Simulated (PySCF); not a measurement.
borazine cation (B₃H₆N₃), SMILES B1NBNBN1 (connectivity only; charge and spin as stated), charge +1, multiplicity 2.

Coordinates come from a PBE-D3(BJ)/def2-SVP optimisation. A frequency run showed that this geometry is not a minimum. The multiplicity is an assumed one; no other spin state was optimised.

These are PySCF with PBE-D3(BJ)/def2-SVP values and carry that method's errors.

No scaling factor is applied to the harmonic values.

```
mode  ν (cm⁻¹)  IR (km/mol)  moving atoms (share of kinetic energy)
----  --------  -----------  --------------------------------------
1         224i         31.3                  H 41 %, B 35 %, N 25 %
2          214         29.3                  H 43 %, N 31 %, B 26 %
3          247          0.8                  N 38 %, B 32 %, H 31 %
4          374         16.4                  H 48 %, N 29 %, B 23 %
5          509          4.2                  N 52 %, B 36 %, H 11 %
6          590          8.1                  H 46 %, N 35 %, B 19 %
7          598         43.0                  H 71 %, B 16 %, N 12 %
8          705         48.8                  H 45 %, B 44 %, N 11 %
9          786         92.0                  H 66 %, N 17 %, B 17 %
10         815          8.9                  N 61 %, H 25 %, B 14 %
11         855          5.2                          B 55 %, H 38 %
12         857          0.0                          H 71 %, B 23 %
13         868          0.4                  N 34 %, H 33 %, B 32 %
14         893        127.0                  H 61 %, B 25 %, N 14 %
15         904          2.7                  H 73 %, B 16 %, N 12 %
16         972          4.3                                  H 90 %
17        1014          2.7                  H 62 %, N 25 %, B 13 %
18        1028          1.9                          H 80 %, N 16 %
19        1109         15.5                  B 57 %, N 22 %, H 21 %
20        1213         10.6                  B 59 %, H 28 %, N 13 %
21        1216          0.1                          H 72 %, B 28 %
22        1266          6.4                  N 50 %, B 34 %, H 16 %
23        1320         55.4                  H 45 %, N 39 %, B 16 %
24        1326        123.7                  H 44 %, N 38 %, B 18 %
25        2453        109.8                                  H 92 %
26        2603          4.3                           H 92 %, B 8 %
27        2624         10.0                           H 91 %, B 9 %
28        3437        198.3                                  H 93 %
29        3497        252.4                                  H 93 %
30        3502         88.1                                  H 93 %
```
